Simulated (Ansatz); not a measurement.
Computed with Ansatz on PBE0-D4/def2-TZVP structures; ΔE is electronic, products minus reactants. CCSD(T)/CBS is the MP2 limit (def2-TZVPP, def2-QZVPP) plus CCSD(T) − MP2 in def2-TZVPP, frozen cores. This one scheme is used for every species. No spin–orbit coupling; open shells (•) take unrestricted orbitals. One conformer a species, not always the lowest.

`BO[Si](O)(O)O` → `[BH2]`• + `[O][Si](O)(O)O`•  (homolysis of the B–O bond)

```json
{"species": "`BO[Si](O)(O)O`", "CCSD(T)/CBS(def2) energy (Eh)": "-617.83374"}
{"species": "`[BH2]`•", "CCSD(T)/CBS(def2) energy (Eh)": "-25.87431"}
{"species": "`[O][Si](O)(O)O`•", "CCSD(T)/CBS(def2) energy (Eh)": "-591.70523"}
```

Work out ΔE.

ΔE = (-25.87431) + (-591.70523) − (-617.83374) = 0.25420 Eh = +159.5 kcal/mol.

What do rigid-rotor, harmonic-oscillator terms from PBE0-D4/def2-TZVP frequencies (298.15 K, 1 bar) make of the CCSD(T)/CBS value? (An estimate is asked.)

Computed: ΔZPE = -5.8 kcal/mol, ΔH = +154.8 kcal/mol, ΔS = 155 J/(mol·K), ΔG = +143.8 kcal/mol. Open shells count their whole term as degenerate.

Largest T1 diagnostic among the species: 0.015.

At CCSD(T), def2-SVP lies −2.4 kcal/mol from the extrapolated value and def2-TZVPP −3.4 kcal/mol. Leaving LDA and LC-ωPBE aside and taking each functional with its dispersion term where it has one, the values, not all of them listed here, spread over 9.7 kcal/mol, from revPBE-D4 to ωB97M-V. LDA lies +21.4 kcal/mol from PBE without D4, its usual overbinding.
